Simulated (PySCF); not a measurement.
Gas-phase reaction: GeI4 + GeCl2 ⇌ 2 GeI2 + 2 Cl

Method: PySCF energies (xtb for GFN2) plus ideal-gas RRHO corrections (1 bar). † marks an energy on the PBE0/def2-TZVP geometry and frequencies; other levels use their own. Open shells (unrestricted): Cl (multiplicity 2, electronic degeneracy 6); the rest are closed-shell singlets. GFN2 has no spin-polarisation term. Spin-orbit splitting is ignored; it lowers the true energy and changes the entropy of Cl. I: scalar-relativistic def2 core potential, no spin-orbit coupling. Ge: all electrons, no relativistic terms. The harmonic model lacks anharmonicity and excited electronic states, which grow with temperature; levels with a mode under 35 cm⁻¹ are left out. Soft modes under 120 cm⁻¹ make the harmonic entropy rough for GeI4, GeI2.

```csv
level,"ΔE electronic, kJ","ΔH°(298 K), kJ","ΔS°(298 K), J/K","ΔG°(1600 K), kJ"
BLYP/def2-TZVP†,510,506,280,67
GFN2-xTB,518,515,271,90
HF/def2-TZVP†,433,429,280,-10
PBE0/def2-QZVP†,587,583,280,144
LDA/def2-TZVP†,695,691,280,252
```
ΔH° is lowest at HF/def2-TZVP† and highest at LDA/def2-TZVP†. No reference value is set beside these.
